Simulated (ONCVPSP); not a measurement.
**Ranking ONCV potentials for Sc (Z = 21)**

All share these settings but for the change named:

* Element: Sc
* Generator: ONCVPSP 4.0.1
* Type: optimised norm-conserving Vanderbilt (ONCV)
* Functional: PBE
* Relativity: scalar-relativistic
* Frozen core: [Ne]
* Valence charge: 11
* Reference configuration: 3s2 3p6 3d1 (charge +2)
* Partial waves: 3s: rc 1.75 bohr, ncon 4, nbas 9, qcut 8.1 1/bohr, 2 projectors, debl 2.1 Ha; 3p: rc 1.65 bohr, ncon 5, nbas 9, qcut 8.5 1/bohr, 3 projectors, debl 3.1 Ha; 3d: rc 2.85 bohr, ncon 5, nbas 9, qcut 5.7 1/bohr, 1 projector
* Local potential: polynomial inside 1.40 bohr (lpopt 5, dvloc0 -1 Ha)
* Core correction: Teter function, fcfact 4.25, rcfact 1.25

In the s channel the program set the typed energies aside and used -2.587, 0.250 Ha.

Cutoff: the first of the cutoffs (Ha) at which the residual kinetic energy of the hardest occupied pseudo-wave falls to 1 and 0.1 mHa per electron; the density cutoff is not measured.

The base gives 19 Ha.

Of 7 variants that were run, those that failed, showed a ghost or another fault, or gave nearly equal values are left out.

A variant can come out equal or close to the base.

Problem. Rank these variants from softest to hardest (loose cutoff).
A. s: ncon 5, nbas 10
B. local potential polynomial inside 1.05 bohr (lpopt 5, dvloc0 0 Ha)
C. d: qcut 3.8

Solution. B (19 Ha), A (21 Ha), C (33 Ha).
